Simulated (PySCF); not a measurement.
## Löwdin shares of the frontier orbitals

BH7P2Si.
Atom-mapped SMILES: `[BH2:1][PH:2][SiH2:3][PH2:4]` (hydrogens: H5, H6 on B1; H7 on P2; H8, H9 on Si3; H10, H11 on P4)

Structure used (PBE0-D3(BJ)/def2-SVP), in Å, numbered top down from 1:
```xyz
11
BH7P2Si angstrom
B      2.0955    0.4695   -0.3903
P      0.7999   -0.6359   -1.1100
Si    -0.9550   -0.6771    0.2886
P     -1.4249    1.4987    0.7195
H      3.2622    0.1994   -0.5344
H      1.7552    1.5245    0.0868
H      1.3184   -1.9575   -1.1210
H     -2.0731   -1.4094   -0.3798
H     -0.6490   -1.3726    1.5757
H     -1.7448    1.7711   -0.6477
H     -2.7826    1.2110    1.0686
```

Method: TDDFT B3LYP/def2-SVPD, vertical, gas phase, core orbitals frozen in the response in PySCF.

Kohn–Sham orbitals with the atoms that hold most of them (Löwdin shares over 4%, at most four atoms; ? is withheld):

```json
{"orbital": "HOMO-3", "ε (eV)": "-9.17", "atoms": "P4 29%, Si3 23%, H9 13%, H10 9%"}
{"orbital": "HOMO-2", "ε (eV)": "-8.63", "atoms": "P2 28%, Si3 22%, B1 15%, P4 10%"}
{"orbital": "HOMO-1", "ε (eV)": "-7.53", "atoms": "?"}
{"orbital": "HOMO", "ε (eV)": "?", "atoms": "?"}
{"orbital": "LUMO", "ε (eV)": "-1.96", "atoms": "B1 47%, P2 23%, H6 8%, H5 8%"}
{"orbital": "LUMO+1", "ε (eV)": "-0.32", "atoms": "P4 23%, P2 20%, Si3 18%, H7 11%"}
{"orbital": "LUMO+2", "ε (eV)": "-0.22", "atoms": "P4 27%, Si3 26%, H8 10%, H9 7%"}
```

Task: Give the leading atoms of the HOMO.

Result: P2 (bonded to B, Si and H) 58%; B1 (bonded to P and 2 H) 18%; Si3 (bonded to 2 P and 2 H) 10%; H7 (bonded to P) 6%.

Task: Which atoms hold the HOMO-1, and with what shares?

Result: P4 (bonded to Si and 2 H) 64%; Si3 (bonded to 2 P and 2 H) 14%; H10 (bonded to P) 7%; H11 (bonded to P) 7%. By element: phosphorus 64% or more, silicon 14%, hydrogen 13% or more.

Task: What is the HOMO energy, and the HOMO–LUMO gap?

Result: ε(HOMO) = -7.16 eV; the gap is 5.20 eV (0.1910 hartree).

Task: How does S1 compare with the orbital gap of 5.20 eV?

Result: S1 is at 4.67 eV (f = 0.080), 0.53 eV below the gap, made of HOMO→LUMO (92%). Without the coupling terms of the response equations the lowest excitation would equal the gap.

Task: One configuration dominates each of S1, S2, S3 and S4. Which, and how do the shares of the two leading atoms of either orbital change from the occupied to the empty one?

Result: 
- S1 (4.67 eV, f 0.080), HOMO→LUMO (92%): P2 58% → 23%, B1 18% → 47%
- S2 (4.80 eV, f 0.0005), HOMO-1→LUMO (98%): P4 64% → at most 8%, Si3 14% → at most 8%, B1 at most 7% → 47%, P2 at most 7% → 23%
- S3 (5.59 eV, f 0.043), HOMO-2→LUMO (88%): P2 28% → 23%, Si3 22% → at most 8%, B1 15% → 47%
- S4 (5.83 eV, f 0.0069), HOMO→LUMO+1 (96%): P2 58% → 20%, B1 18% → at most 12%, P4 at most 6% → 23%

On one thread, Arm Neoverse V1 (shared host), this took 52 s wall.

One conformer stands for the species.
